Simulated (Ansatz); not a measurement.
Ansatz (a first-principles code) input:

Ansatz 0.2 input:
```yaml
crystal:
  periodic: [false, false, false]
  atoms:
    - {symbol: B, position_ang: [-0.92049891, 0.12882452, -0.02652251]}
    - {symbol: N, position_ang: [0.72102801, -0.10090842, 0.02077512]}
    - {symbol: H, position_ang: [-1.31712121, -0.63207209, -0.87706333]}
    - {symbol: H, position_ang: [-1.06386077, 1.29338918, -0.31449670]}
    - {symbol: H, position_ang: [-1.30555189, -0.14538387, 1.08533924]}
    - {symbol: H, position_ang: [0.94651716, -1.06267980, 0.25797112]}
    - {symbol: H, position_ang: [1.15235918, 0.50227379, 0.71520736]}
    - {symbol: H, position_ang: [1.14295601, 0.10670910, -0.87977095]}
basis:
  gaussian:
    orbitals: aug-cc-pVDZ
magnetization: {spin_polarized: false}
correlation: {method: ccsd_t, electrons: outside_noble_gas}
output: {forces: true}
```

What final total energy does it print?

-82.98502 Eh (CCSD(T)/aug-cc-pVDZ). The basis has 100 functions. The run takes very roughly 29 core-seconds.
